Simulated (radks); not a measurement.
The numbers below are computed, except where a source is named.
Effect of the nuclear size on the caesium ion Cs+, [Xe]. Level of theory: Dirac Kohn-Sham, LDA (Slater exchange, Perdew-Wang correlation), spin-unpolarised, spherical densities, finite nucleus; Fermi nuclear charge, rms radius 4.8041 fm (a radial shooting solver on a logarithmic mesh with Libxc functionals). The rms radius is varied about that value; shifts are against it.

| rms radius (fm) | total energy shift (eV) | density at nucleus (e/bohr^3) | 1s1/2 shift (meV) | 2s1/2 shift (meV) | 4p1/2 shift (meV) | 5s1/2 shift (meV) | 5p1/2 shift (meV) | 5p3/2 shift (meV) | 6s1/2 (empty) shift (meV) |
|---|---|---|---|---|---|---|---|---|---|
| 4.0595 | -2.13 | 3.044e+05 | -890 | -106 | 0.320 | -0.687 | 0.065 | 0.075 | -0.096 |
| 4.5207 | -0.846 | 2.984e+05 | -353 | -42.1 | 0.127 | -0.273 | 0.026 | 0.030 | -0.038 |
| 4.8041 | 0 | 2.95e+05 | 0.000 | 0.000 | 0.000 | 0.000 | 0.000 | 0.000 | 0.000 |
| 5.2509 | 1.42 | 2.902e+05 | 592 | 70.6 | -0.212 | 0.457 | -0.043 | -0.050 | 0.064 |
| 5.8034 | 3.32 | 2.848e+05 | 1380 | 165 | -0.496 | 1.07 | -0.100 | -0.116 | 0.149 |

Slopes of the eigenvalues against <r^2> in GHz/fm^2, as finite differences over the two radii next to the reference (eigenvalue slopes, not the field-shift constants of lines): 1s1/2 32000, 2s1/2 3820, 4p1/2 -11.5, 5s1/2 24.7, 5p1/2 -2.32, 5p3/2 -2.69, 6s1/2 (empty) 3.45.
